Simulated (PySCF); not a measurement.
Gas-phase reaction: SnH4 + SnCl4 ⇌ 2 SnH2Cl2

Computed with PySCF (xtb for GFN2) and rigid-rotor harmonic-oscillator thermochemistry at 1 bar. † marks an energy on the PBE0/def2-TZVP geometry and frequencies; other levels use their own. MP2 and CCSD(T) freeze the core. All species are closed-shell singlets. Sn: scalar-relativistic def2 core potential, no spin-orbit coupling. SnH2Cl2: computed as isolated molecules; such fragments, hydroxides, amides, oligomers or adducts are transient or little studied in the gas. MP2 isn't extrapolated to the basis-set limit; its ΔH°(298 K) is -8.7 kJ in def2-SVP and -14.0 kJ in def2-TZVPP. CCSD(T) isn't extrapolated to the basis-set limit; its ΔH°(298 K) is -9.0 kJ in def2-SVP and -15.0 kJ in def2-TZVPP. The harmonic model lacks anharmonicity and excited electronic states, which grow with temperature; levels with a mode under 35 cm⁻¹ are left out. Soft modes under 120 cm⁻¹ make the harmonic entropy rough for SnCl4, SnH2Cl2.

```json
[
 {"level": "BLYP/def2-TZVP†", "ΔE electronic, kJ": "-23", "ΔH°(298 K), kJ": "-22", "ΔS°(298 K), J/K": "33", "ΔG°(1600 K), kJ": "-74"},
 {"level": "CCSD(T)/def2-TZVPP†", "ΔE electronic, kJ": "-16", "ΔH°(298 K), kJ": "-15", "ΔS°(298 K), J/K": "33", "ΔG°(1600 K), kJ": "-66"},
 {"level": "GFN2-xTB", "ΔE electronic, kJ": "10", "ΔH°(298 K), kJ": "-2", "ΔS°(298 K), J/K": "32", "ΔG°(1600 K), kJ": "-60"},
 {"level": "HF/def2-TZVP†", "ΔE electronic, kJ": "-32", "ΔH°(298 K), kJ": "-31", "ΔS°(298 K), J/K": "33", "ΔG°(1600 K), kJ": "-82"},
 {"level": "MP2/def2-TZVPP†", "ΔE electronic, kJ": "-15", "ΔH°(298 K), kJ": "-14", "ΔS°(298 K), J/K": "33", "ΔG°(1600 K), kJ": "-65"},
 {"level": "PBE/def2-SVP", "ΔE electronic, kJ": "-16", "ΔH°(298 K), kJ": "-15", "ΔS°(298 K), J/K": "32", "ΔG°(1600 K), kJ": "-65"},
 {"level": "PBE0/def2-SVP†", "ΔE electronic, kJ": "-22", "ΔH°(298 K), kJ": "-21", "ΔS°(298 K), J/K": "33", "ΔG°(1600 K), kJ": "-72"},
 {"level": "LDA/def2-TZVP†", "ΔE electronic, kJ": "-16", "ΔH°(298 K), kJ": "-15", "ΔS°(298 K), J/K": "33", "ΔG°(1600 K), kJ": "-66"}
]
```
ΔH° is lowest at HF/def2-TZVP† and highest at GFN2-xTB. No reference value is set beside these.
